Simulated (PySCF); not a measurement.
# C3H4F3PSe: core ionisation energies

C₃H₄F₃PSe.
SMILES with atom numbers: `[F:1][C:2]([F:3])([F:4])[C@@H:5]1[CH2:6][P@@H:7]1=[Se:8]`

The calculation used PySCF 2.14.0, delta-SCF UKS SCAN, pcX-2 on the ionised atom, pcseg-1 elsewhere, spin-free X2C. Binding energies are ΔSCF values: E(core-ionised, relaxed orbitals) − E(ground state) at a fixed geometry, referred to the vacuum level.

Question: Give the core binding energies atom by atom.

Answer: 
| atom(s) | bonded to | level | binding energy (eV) | 2p1/2 (eV) | above the level's lowest (eV) | count |
| --- | --- | --- | --- | --- | --- | --- |
| P7 | Se (double bond), 2 C and H | P 1s | 2152.11 | – | 0.00 | 1 |
| F1/F3/F4 | C | F 1s | 694.04 | – | 0.00 | 3 |
| C2 | 3 F and C | C 1s | 298.41 | – | +6.91 | 1 |
| C5 | 2 C, H and P | C 1s | 291.74 | – | +0.24 | 1 |
| C6 | C, 2 H and P | C 1s | 291.50 | – | 0.00 | 1 |
| P7 | Se (double bond), 2 C and H | P 2p3/2 | 138.37 | 139.26 | 0.00 | 1 |

The listed C 1s values span 6.91 eV, from C6 (bonded to C, 2 H and P) to C2 (bonded to 3 F and C). The widest gap between neighbouring values is 6.67 eV, between 291.74 and 298.41 eV. Summing the Pauling electronegativity differences to the bonded atoms, each weighted by its formal bond order, gives -1.06 for the lowest site and +4.29 for the highest; no listed site has a larger sum than the highest.

Question: Which effective nuclear charge Zeff reproduces each element's mean 1s value in the hydrogen-like formula E = 13.606 eV × Zeff²?

Answer: C (Z = 6): mean 293.9 eV, Zeff = 4.65, Z − Zeff = 1.35; F (Z = 9): mean 694.0 eV, Zeff = 7.14, Z − Zeff = 1.86; P (Z = 15): mean 2152.1 eV, Zeff = 12.58, Z − Zeff = 2.42. Means run over the listed sites, weighted by atom count.

Question: Which photon energy gives electrons from C 1s of C2 a kinetic energy of 200 eV, and what is their de Broglie wavelength?

Answer: hν = 298.41 + 200 = 498.41 eV, recoil neglected; λ = 12.264 Å/√(E/eV) = 0.87 Å.

Topologically equivalent atoms share the value of their first member; where this conformer doesn't relate them by symmetry, their own values could differ. Spin–orbit and ligand-field terms were added within each 2p shell after the spin-free SCF. 2p1/2 minus 2p3/2 (ligand field included): P 0.89 eV. No level of selenium is listed. Geometry: PBE0-D3(BJ)/def2-SVP; no solvent, vibrations or thermal averaging.

The values belong to the conformer `[F:1][C:2]([F:3])([F:4])[C@@H:5]1[CH2:6][P@@H:7]1=[Se:8]`: F1–C2–C5–C6 158°.
